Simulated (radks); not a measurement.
Values are calculated unless marked as measured or tabulated.
Problem. Ionisation of the rhenium ion Re+, [Xe] 4f14 5d5 6s1, to Re2+, [Xe] 4f14 5d5, under several functionals. Dirac Kohn-Sham, spin-unpolarised, spherical densities, finite nucleus; open shells fill j = l - 1/2 first; a radial shooting solver on a logarithmic mesh with Libxc functionals. The NIST Atomic Spectra Database gives 16.6 eV (semi-empirical). Rank these functionals by the error of their Delta-SCF ionisation energy: XLYP; exchange-only LDA; BLYP; SOGGA; Wu-Cohen GGA; OLYP.

Solution. From best to worst: XLYP 16.313 eV (-0.287); BLYP 16.281 eV (-0.319); Wu-Cohen GGA 16.232 eV (-0.368); SOGGA 16.092 eV (-0.508); OLYP 15.833 eV (-0.767); exchange-only LDA 15.476 eV (-1.124). Spin polarisation and multiplet splitting are left out, so open shells lie too high by an amount that depends on their filling.

Beside tabulated values, note that spin-unpolarised runs miss the spin-polarisation part of the exchange energy of open shells.
